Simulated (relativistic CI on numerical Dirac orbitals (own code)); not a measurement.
Hf²⁺: 4d photoemission

Computed with this model: Dirac-Coulomb-Breit CI, orbitals from a KLI potential per configuration, model QED (radiative potential, 1s self-energy scaled to tabulated hydrogen-like ionisation energies), valence Slater integrals scaled by 0.9, multiplet model of photoemission in the sudden approximation; configurations [Xe] 4f14 5d2 → [Kr] 4d9 4f14 5s2 5p6 5d2; 300 K; Lorentzian 2.45 eV and Gaussian 0.6 eV FWHM. Energies are those of the free ion, without screening or charge transfer. The energies are binding energies and can lie tens of eV above those of solids. S is read from ⟨S²⟩ = S(S + 1).

Field parameters in Wybourne normalisation: Oh B⁴₀ = 21Dq, B⁴₄ = √(5/14) B⁴₀. The field is a parameter set, without covalency.

Computed curve for free ion, scaled to 100 at the maximum (points under 2 are left out and the grid is thinned):

(Energy (eV), Intensity): (228.0, 2.0), (228.4, 2.2), (229.0, 2.5), (229.4, 2.7), (230.0, 3.1), (230.4, 3.4), (231.0, 4.0), (231.4, 4.5), (232.0, 5.5), (232.4, 6.3), (232.8, 7.3), (233.4, 9.4), (233.8, 11.2), (234.4, 15.3), (234.8, 19.3), (235.4, 28.7), (235.8, 38.6), (236.2, 52.6), (236.8, 80.7), (237.2, 96.5), (237.8, 95.5), (238.2, 79.7), (238.8, 53.6), (239.2, 40.6), (239.8, 27.6), (240.2, 21.9), (240.6, 18.0), (241.2, 14.0), (241.6, 12.2), (242.2, 10.2), (242.6, 9.4), (243.2, 8.8), (243.6, 8.8), (244.2, 9.2), (244.6, 10.0), (245.0, 11.2), (245.6, 14.2), (246.0, 17.4), (246.6, 25.5), (247.0, 33.9), (247.6, 50.3), (248.0, 58.9), (248.6, 57.8), (249.0, 49.6), (249.4, 40.6), (250.0, 30.1), (250.4, 25.2), (251.0, 19.2), (251.4, 15.5), (252.0, 11.1), (252.4, 9.0), (252.8, 7.4), (253.4, 5.6), (253.8, 4.8), (254.4, 3.9), (254.8, 3.4), (255.4, 2.9), (255.8, 2.6), (256.4, 2.2), (256.8, 2.0)

The ground state has S = 0.98, and the centroid lies at 241.93 eV.
